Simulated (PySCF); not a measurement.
A side-by-side comparison of computed properties.

First species: C3H8Si2.
SMILES: `CC#C[SiH2][SiH3]`

Second species: C6H9F.
SMILES: `C[C@@H]1CC/C1=C/F`

Levels: CAM-B3LYP/def2-SVPD for dipole moment, HOMO energy, LUMO energy, HOMO–LUMO gap, static isotropic polarisability and electronic spatial extent ⟨r²⟩ about the centre of nuclear charge; TDDFT CAM-B3LYP/def2-SVPD for lowest singlet excitation; TDA CAM-B3LYP/def2-SVPD for lowest triplet excitation (Tamm–Dancoff); GFN2-xTB for rotational constant A and rotational constant C. Geometries: GFN2-xTB. Each structure is a single optimised conformer of the isolated species, non-relativistic unless stated. Electronic properties by PySCF.

```
                                                         property   column X    column Y
                                                    dipole moment     1.84 D      1.30 D
                                                      HOMO energy   -8.30 eV    -8.80 eV
                                                      LUMO energy    1.21 eV     0.99 eV
                                                    HOMO–LUMO gap    9.51 eV     9.79 eV
                                        lowest singlet excitation    6.65 eV     6.01 eV
                         lowest triplet excitation (Tamm–Dancoff)    4.25 eV     5.04 eV
                                  static isotropic polarisability    69.8 au     94.0 au
electronic spatial extent ⟨r²⟩ about the centre of nuclear charge  803 bohr²  1170 bohr²
                                            rotational constant A  4.067 GHz   7.066 GHz
                                            rotational constant C  1.527 GHz   1.010 GHz
```

Q: Which column belongs to which species?

A: Column X is the second species and column Y the first. The first has 13 atoms and 54 electrons, the second 16 and 54.

Q: How does each property change from the first species to the second?

A: dipole moment +0.54 D; HOMO energy +0.50 eV; LUMO energy +0.22 eV; HOMO–LUMO gap -0.28 eV; lowest singlet excitation +0.64 eV; lowest triplet excitation (Tamm–Dancoff) -0.79 eV; static isotropic polarisability -24.2 au; electronic spatial extent ⟨r²⟩ about the centre of nuclear charge -367 bohr²; rotational constant A -2.999 GHz; rotational constant C +0.517 GHz.

On the first: The 8 singlets span 6.01 to 7.65 eV, and their oscillator strengths add up to 0.60. No computed singlet falls in the visible range (750 to 380 nm, 1.65 to 3.26 eV); S1 lies 2.75 eV above its blue end.

On the second: The polarisability is 10.34 Å³ as a volume (1 au = 0.148185 Å³), or 1.29 au for each of the 54 electrons. S1 lies 2.86 eV below the HOMO–LUMO gap; its leading configuration is HOMO→LUMO, weight 0.66.
